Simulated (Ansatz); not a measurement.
Four-centre ligand exchange

Start structure (CH₉AsGe, closed shell), relaxed at PBE0-D4/def2-TZVP:

```xyz
12
angstrom
Ge -1.5516 0.1215 0.3813
C -0.0646 1.3225 0.7770
H -1.6630 -0.1224 -1.1347
H -1.3490 -1.2367 1.0778
H -2.8778 0.7284 0.8755
H 0.9796 -2.0745 -0.3519
As 1.9424 -1.8298 -1.5045
H 0.8726 0.8859 0.4306
H 0.0045 1.4956 1.8517
H -0.2107 2.2811 0.2779
H 2.8071 -0.9060 -0.6582
H 1.1106 -0.6657 -2.0224
```

The step: CH₆Ge ([CH3][GeH3]) + AsH₃ → GeAsH₅ ([GeH3][AsH2]) + CH₄; bonds formed: Ge1–As7, C2–H6; bonds broken: Ge1–C2, H6–As7. Ansatz 0.2.0; basis: def2-TZVPP and def2-QZVPP; cores frozen in the correlated methods. Filled d shells of the heavier atoms are correlated. The def2 sets are not built for correlating such inner shells, so the correlated values are less sure here. Extrapolation: Hartree–Fock as exp(−7.88 √X), correlation as X^−2.97. Energies below are by CCSD(T) at an estimated basis limit (MP2 extrapolated from triple and quadruple zeta, plus CCSD(T) − MP2 in triple zeta).

Q: What are the electronic barrier and the energy of the step, from the start structure to the end structure? (To be estimated.)

A: The calculation gives: Barrier 71.15 kcal/mol; step energy -12.78 kcal/mol (downhill); reverse barrier, their difference, 83.93 kcal/mol. Barrier and step energy count from the start structure, the reverse barrier from the end structure.

The saddle point: One imaginary mode of 1396i cm⁻¹.
```
   pair  start (Å)  saddle (Å)  end (Å)
Ge1–As7       4.42        2.94     2.43
  C2–H6       3.73        1.34     1.09
 Ge1–C2       1.95        2.26     4.34
 H6–As7       1.52        2.09     3.55
```

Zero-point energy (harmonic, PBE0-D4): ZPE is 51.58 kcal/mol at the start and 50.32 kcal/mol at the saddle, so the barrier goes from 71.15 to 69.89 kcal/mol.

T1 diagnostic: at most 0.013.

Labels in which every atom is bracketed show which atoms are joined, not bond orders.

For scale, one of the runs: CCSD(T)/def2-TZVPP, 253 basis functions, launched by `ansatz run in.yaml --threads 8 --pin off --events-out ev --progress --plain --max-ram 19148MiB`. The run took 86 s on 8 CPU threads of an Intel Xeon Platinum 8259CL (shared host), with 5.7 GiB of host memory at its peak.
